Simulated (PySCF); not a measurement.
# Static response to an electric field

C3H2BrF.
Atom-mapped SMILES: `[F:1][C:2]1([Br:3])[CH:4]=[CH:5]1` (hydrogens: H6 on C4; H7 on C5)

Structure used (PBE0-D3(BJ)/def2-SVP), in Å, numbered top down from 1:
```
atom  x, y, z in Å
F1     1.3361    0.1675   -1.2413
C2     0.1607    0.1949   -0.5693
Br3   -1.1589    1.0287   -1.7256
C4     0.1153    0.3344    0.8729
C5    -0.1952   -0.8433    0.3777
H6     0.2423    0.9872    1.7340
H7    -0.5118   -1.8726    0.5329
```

Level: CAM-B3LYP/def2-SVPD (PySCF), static field, nuclei fixed, core orbitals frozen in the response. The polarisability tensor in these axes (au):

```
x   49.87 -2.57  6.69
y   -2.57 53.97 -6.01
z    6.69 -6.01 60.86
```

Give the principal values, the mean and the anisotropy Δα = √{½[(α1 − α2)² + (α2 − α3)² + (α1 − α3)²]}.

Principal values 46.70, 50.76 and 67.24 au; mean 54.90 au = 8.14 Å³ = 9.05 × 10⁻⁴⁰ C²·m²/J; Δα = 18.84 au (34 % of the mean).

What is the dipole moment, and where does it point?

(-0.42, -1.11, 2.90) D, 3.14 D in size, pointing from the negative to the positive side. Measured along this direction, the outermost atoms are Br3 at the negative end and H7 and H6 at the positive end.

What depolarisation ratio follows for Rayleigh scattering of linearly polarised light, taking the static tensor?

ρ = 3Δα²/(45ᾱ² + 4Δα²) = 1064.4/(135626 + 1419.2) = 0.00777.

Form Σ f/ω² (atomic units) for the 10 lowest TDDFT singlets, given as eV and f, and set it beside the mean polarisability, which is this sum over all singlets: 5.89, 0.0047; 6.06, 0.0001; 6.28, 0.0081; 6.55, 0.0135; 7.36, 0.0091; 7.67, 0.0021; 7.85, 0.0910; 7.93, 0.0629; 7.96, 0.0433; 8.19, 0.2736.

They add up to 6.00 au, 10.9 % of the 54.90 au; the largest single term is 3.02 au, from the state at 8.19 eV. Terms in order: 0.10, 0.00, 0.15, 0.23, 0.12, 0.03, 1.09, 0.74, 0.51, 3.02 au. Higher excitations give the rest. The strengths listed sum to 0.508.

Give the principal axes and the span of the nuclei along them.

Largest value along (0.38, -0.44, 0.81), where the nuclei span 3.36 Å; middle along (0.24, 0.90, 0.38), 3.19 Å; least along (0.89, -0.05, -0.44), 2.34 Å. The response follows the extents in order.

Traceless (Buckingham) quadrupole moment about the centre of nuclear charge: eigenvalues?

-8.30, 2.38, 5.92 D·Å. The values depend on the origin, since the dipole doesn't vanish. The electronic extent ⟨r²⟩ about the same centre is 593 bohr², a root-mean-square distance of 1.61 Å for the 64 electrons.

Isolated species at its PBE0-D3(BJ)/def2-SVP geometry, gas phase. The calculation is non-relativistic, for bromine too.
